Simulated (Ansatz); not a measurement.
Al(Cl)2(SeH) (AlCl2HSe), SMILES [Al]([Cl])([SeH])[Cl].

The structure is a stationary point at B3LYP-D3(BJ)/def2-SVP. The structure was generated by enumeration; whether it is a known compound was not checked. Other conformers were not sampled.

Two levels are set side by side: PBE/def2-SVPD (Ansatz, a first-principles code) and CAM-B3LYP/def2-SVPD (Ansatz). Energy differences of separate SCF runs at the same geometry; the states with an electron removed or added have multiplicity 2 and 2. Differences are taken from unrounded values.

```csv
quantity,CAM-B3LYP,PBE,PBE minus CAM-B3LYP
vertical ionisation energy (eV),10.11,9.86,-0.25
vertical singlet–triplet gap (eV),5.15,4.80,-0.35
```
